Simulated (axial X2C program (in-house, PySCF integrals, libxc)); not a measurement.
**Spin–orbit effects down a group: molecules with Mn (ions), PBE0**

All values come from calculations with an in-house relativistic program for diatomic molecules, spin-free (one-electron X2C) or two-component (2c: spin–orbit coupling with atomic mean-field Coulomb and Gaunt terms, which also bring small scalar terms), in Dyall basis sets with cores contracted in-house; open shells are unrestricted.

Basis sets: Mn dyall-cv3z, O dyall-av3z, S dyall-av3z, Se dyall-cv3z, Te dyall-cv3z.

| molecule | spin-free state | Re (Å) | ωe (cm⁻¹) | De (eV) | 2c state | Re 2c (Å) | ωe 2c (cm⁻¹) | De 2c (eV) |
| --- | --- | --- | --- | --- | --- | --- | --- | --- |
| MnO⁺ | M_S = 2, Λ = 1 | 1.719 | 645.7 | 2.34 | Ω = 1 | 1.718 | 645.6 | 2.36 |
| MnS⁺ | M_S = 2, Λ = 1 | 2.144 | 417.5 | 2.17 | Ω = 1 | 2.144 | 417.5 | 2.20 |
| MnSe⁺ | M_S = 2, Λ = 1 | 2.278 | 307.9 | 2.03 | Ω = 1 | 2.280 | 306.8 | 2.08 |
| MnTe⁺ | M_S = 2, Λ = 1 | 2.494 | 253.1 | 1.87 | Ω = 1 | 2.503 | 246.9 | 1.86 |

Task: Work out the shifts from the spin-free to the two-component result.

Result: 

```csv
molecule,2c state,ΔRe (Å),Δωe (cm⁻¹),ΔDe (eV)
MnO⁺,Ω = 1,-0.001,-0.1,0.02
MnS⁺,Ω = 1,0.000,0.0,0.03
MnSe⁺,Ω = 1,0.002,-1.1,0.05
MnTe⁺,Ω = 1,0.009,-6.2,-0.01
```

Shifts of one unit in the last digit are rounding.

Fragments in 2c: Mn+ + O, Mn+ + S, Se + Mn+, Te + Mn+. Each entry is the lowest single determinant of a limited PBE0 search at one distance. De goes to single-determinant-based atoms at the same level (for ions the charge split of lowest energy) and is withheld (n/a) where an atom does not fit its ground term or J level. Main or longest-lived isotopes. One determinant is a doubtful description, or other states lie close, for MnO⁺, MnS⁺, MnSe⁺, MnTe⁺; these need not be ground states, and all values refer to the states named. Some open-shell Ω = 0 determinants are out of reach, so the Ω given for MnO⁺, MnS⁺, MnSe⁺, MnTe⁺ need not be the lowest component. With several unpaired electrons the Ω given is that of one determinant, not necessarily of the lowest component. Some light 2c atoms are not at their ground J level, so De misses part of their lowering (0.04 eV or less). The functionals have no current term, which raises determinants with orbital currents.
